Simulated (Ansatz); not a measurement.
Molecule: ZnI, net charge 0, doublet state. SMILES of the parent species: [Zn][I]
Geometry: optimised at B3LYP-D3(BJ)/def2-TZVP (Ansatz, a program for electronic structure).

Property: size of the dipole moment, in D. Set-up: def2 sets with scalar-relativistic core potentials past Kr; LANL2DZ with its own core potentials from Na on; spin-orbit terms left out; UHF or UKS for open shells. Ab initio and DFT rows: single points at B3LYP-D3(BJ) geometries (Ansatz). The spin state of an ion or metal species was assumed, not searched.

```tsv
level	program	size of the dipole moment (D)
PBE/LANL2DZ	Ansatz	2.92
PBE/def2-SVP	Ansatz	2.85
BLYP/LANL2DZ	Ansatz	2.75
B3LYP/LANL2DZ	Ansatz	3.03
B3LYP/def2-SVP	Ansatz	3.03
PBE0/LANL2DZ	Ansatz	3.25
```

No value to compare with is used here. The 6 habitual levels span 2.75 (BLYP/LANL2DZ) to 3.25 D (PBE0/LANL2DZ).

The levels are drawn from those run, B3LYP/6-31G* more often than the rest, none by its result; runs whose electronic state is in doubt are left out.
